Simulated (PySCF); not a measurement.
## Converging CsSi in the basis (PBE0)

PySCF, UKS reference; quartet, unpaired electrons σ ↑, π ↑↑; De to Cs + Si without counterpoise correction.

| basis | relativity | functions | Re (Å) | ωe (cm⁻¹) | De (eV) | μ (D) |
| --- | --- | --- | --- | --- | --- | --- |
| def2-SVP | scalar-relativistic core potentials | 42 | 3.350 | 165 | 1.68 | -10.28 |
| def2-SVPD | scalar-relativistic core potentials | 51 | 3.350 | 164 | 1.69 | -10.15 |
| x2c-TZVPPall | spin-free X2C | 127 | 3.262 | 166 | 1.81 | -9.92 |

(1) How does each smaller set differ from the one with most functions, x2c-TZVPPall?

A positive dipole means Cs(−)Si(+). Spin–orbit coupling is left out, which matters for elements this heavy, above all for dissociation energies. The state was picked by a PBE0 search and need not be the measured ground state.

Answers

(1) def2-SVP: +8.8 pm, -0.6 % in ωe, -0.13 eV in De; def2-SVPD: +8.8 pm, -1.2 % in ωe, -0.12 eV in De. All at PBE0; the set with most functions is neither the basis-set limit nor always the best. The rows treat relativity differently, so the differences are not basis effects alone.
